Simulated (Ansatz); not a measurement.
Consider the cleavage of the Ge–Si bond: `[GeH3][SiH2][GeH3]` + `O[SiH](F)S` → `O[SiH](F)[S][GeH3]` + `[SiH3][GeH3]`.

Gas-phase electronic energies from Ansatz, PBE0-D4/def2-TZVP geometries. CCSD(T)/CBS is the MP2 limit (def2-TZVPP, def2-QZVPP) plus CCSD(T) − MP2 in def2-TZVPP, frozen cores. DFT in def2-TZVPP. For Ge outer-core shells are correlated without core-valence functions, which leaves a few kJ/mol of doubt a bond. Scalar relativity is left out up to krypton. Each species was taken in one conformer, which may not be the lowest.

Question: Is it downhill or uphill in electronic energy at CCSD(T)/CBS, and by how much? (Best estimate.)

Answer: Computed: Downhill: ΔE = -0.28 eV.

Question: What do these levels give: B97M-V, r2SCAN0-D4, BHLYP-D4, B2PLYP, r2SCAN, MP2/def2-TZVPP? (Estimate.)

Answer: Computed: B97M-V -0.29, r2SCAN0-D4 -0.27, BHLYP-D4 -0.34, B2PLYP -0.29, r2SCAN -0.25, MP2/def2-TZVPP -0.34 eV.

Largest T1 diagnostic among the species: 0.012.

In def2-TZVPP, CCSD(T) changes the Hartree–Fock value by +0.12 eV (the triples alone add +0.00 eV) and MP2 by +0.06 eV. At CCSD(T), def2-SVP lies −0.05 eV from the extrapolated value and def2-TZVPP −0.00 eV.
